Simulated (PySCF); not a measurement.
GeSb: from constants to spectrum

r²SCANh constants of GeSb, ²Π (doublet), unpaired electrons π ↑ (PySCF, scalar-relativistic core potentials, basis sets Ge def2-SVP, Sb def2-SVP with ECP28; masses 73.9212 and 120.9038 u):

| Quantity | Value |
| --- | --- |
| ωe | 285.5 cm⁻¹ |
| ωexe | 1.1 cm⁻¹ |
| Be | 0.061466 cm⁻¹ |
| αe | 0.000214 cm⁻¹ |
| De to Ge + Sb | 2.54 eV |

Q: What force constant and bond length do these constants imply?

A: Reduced mass μred = 45.874 u; k = 5.8918×10⁻⁷·μred·ωe² (u, cm⁻¹, mdyn/Å) = 2.20 mdyn/Å; Re = √(16.8576/(μred·Be)) (u, cm⁻¹, Å) = 2.445 Å.

Q: Estimate the centrifugal constant D from the Kratzer relation and find the Dunham coefficient a1.

A: D = 4Be³/ωe² = 1.14e-08 cm⁻¹; a1 = −1 − αeωe/(6Be²) = -3.70.

These are scalar-relativistic numbers at best; spin–orbit coupling would shift them, the dissociation energy most. The state is the lowest determinant that a PBE0 search found; another state may lie lower at other levels.
